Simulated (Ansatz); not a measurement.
Cost and result for the atomization energy of CH5NOSi2 (`O[SiH]1C=N[SiH2]1`) (10 atoms, 10 bonds).

Z-matrix (Å, degrees):
```
Si
C 1 1.914
O 1 1.647 2 122.5
Si 1 2.336 2 69.7 3 123.5
H 1 1.487 2 110.8 3 -123.8
N 2 1.285 1 107.6 3 -131.4
H 2 1.098 1 132.8 3 54.0
H 3 0.959 1 117.6 2 58.4
H 4 1.488 1 118.5 2 -100.2
H 4 1.488 1 124.9 2 115.8
```

The species carries charge 0 and has multiplicity 1. Geometry: relaxed with PBE0-D4/def2-TZVP. It is one conformer, not always the lowest. Program: Ansatz. All runs use 4 threads of an Arm Neoverse V1 on a shared host. Times are those of one run each, without the atoms' runs, and a repeat can differ threefold. Electronic energies, without spin–orbit coupling; frozen cores. CCSD(T)/CBS adds CCSD(T) − MP2 in def2-TZVPP to the MP2 limit, and its time is that of the two runs behind it. T1 = 0.014. B3LYP takes the VWN-RPA correlation (the form of Gaussian; ORCA's B3LYP/G).

CCSD(T)/CBS is a level of theory with its own doubt, some kJ/mol a heavy atom from the limit and from the frozen cores, so smaller differences don't rank the functionals.

```tsv
level	functions	wall time
PBE-D4/def2-TZVPP (with forces)	247	2.5 s
PBE0-D4/def2-TZVPP	247	3.2 s
r2SCAN-D4/def2-TZVPP (with forces)	247	4.9 s
B3LYP-D4/def2-TZVPP (with forces)	247	5 s
B2PLYP/def2-TZVPP	247	6 s
ωB97X-V/def2-TZVPP	247	8.5 s
ωB97M-V/def2-TZVPP (with forces)	247	13 s
MP2/def2-QZVPP	461	23 s
CCSD(T)/def2-TZVPP	247	2.1 min
CCSD(T)/CBS(def2)	–	2.4 min
```

Task: What atomization energy does each give, and how far from CCSD(T)/CBS? (An estimate is asked.)

Result: Ansatz gave: 
```json
{"level": "PBE-D4/def2-TZVPP (with forces)", "atomization (kcal/mol)": "883.9", "difference from CCSD(T)/CBS": "16.5", "per bond": "1.7"}
{"level": "PBE0-D4/def2-TZVPP", "atomization (kcal/mol)": "863.3", "difference from CCSD(T)/CBS": "-4.1", "per bond": "-0.4"}
{"level": "r2SCAN-D4/def2-TZVPP (with forces)", "atomization (kcal/mol)": "865.8", "difference from CCSD(T)/CBS": "-1.6", "per bond": "-0.2"}
{"level": "B3LYP-D4/def2-TZVPP (with forces)", "atomization (kcal/mol)": "865.3", "difference from CCSD(T)/CBS": "-2.1", "per bond": "-0.2"}
{"level": "B2PLYP/def2-TZVPP", "atomization (kcal/mol)": "855.3", "difference from CCSD(T)/CBS": "-12.1", "per bond": "-1.2"}
{"level": "ωB97X-V/def2-TZVPP", "atomization (kcal/mol)": "872.8", "difference from CCSD(T)/CBS": "5.4", "per bond": "0.5"}
{"level": "ωB97M-V/def2-TZVPP (with forces)", "atomization (kcal/mol)": "869.5", "difference from CCSD(T)/CBS": "2.1", "per bond": "0.2"}
{"level": "MP2/def2-QZVPP", "atomization (kcal/mol)": "872.4", "difference from CCSD(T)/CBS": "5.0", "per bond": "0.5"}
{"level": "CCSD(T)/def2-TZVPP", "atomization (kcal/mol)": "838.4", "difference from CCSD(T)/CBS": "-29.0", "per bond": "-2.9"}
{"level": "CCSD(T)/CBS(def2)", "atomization (kcal/mol)": "867.4", "difference from CCSD(T)/CBS": "0.0", "per bond": "0.0"}
```

In def2-TZVPP, CCSD(T) changes the Hartree–Fock value by +241.4 kcal/mol (the triples alone add +16.7 kcal/mol) and MP2 by +257.9 kcal/mol; breaking electron pairs costs correlation energy, which Hartree–Fock lacks. From PBE to PBE0 (25 % exact exchange), in def2-TZVPP and without D4, the atomization energy moves by −19.7 kcal/mol: exact exchange takes away binding that semilocal exchange gives to molecules. The D4 term adds +9.4 kcal/mol with B3LYP and +4.9 kcal/mol with PBE0; it sums over pairs of atoms, weighted by their polarisabilities, and B3LYP, whose exchange is more repulsive, gets the larger term.
